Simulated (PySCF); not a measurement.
# Excitation energy of Ir by level of theory

Ir [Xe] 4f14 5d7 6s2 (4F) → Ir [Xe] 4f14 5d8 6s1 (4F), as a difference of total energies. Calculation: PySCF 2.14, in x2c-TZVPPall with one added diffuse shell each of s, p, d, f type (12s8p8d4f1g, 113 functions); scalar relativity by spin-free X2C-1e. Correlated levels: valence: [Xe] 4f14 frozen; valence and next inner shell: [Kr] 4d10 4f14 frozen. The calculations carry no spin-orbit coupling.

```csv
method,excitation energy (eV),error (eV)
UHF,0.211,+0.073
LDA,-0.060,-0.198
PBE,-0.060,-0.198
PBE0,-0.076,-0.214
r2SCAN,0.005,-0.133
BP86,-0.076,-0.214
B2PLYP,0.067,-0.071
r2SCAN0,-0.003,-0.141
MP2 (valence),0.002,-0.136
SCS-MP2 (valence),0.083,-0.055
MP2 (valence and next inner shell),0.104,-0.034
SCS-MP2 (valence and next inner shell),0.224,+0.086
```

Reference: 0.138 eV (measured; NIST levels, between the centres of gravity of the two terms).

Errors of the correlated levels include the incompleteness of this basis and the frozen core.
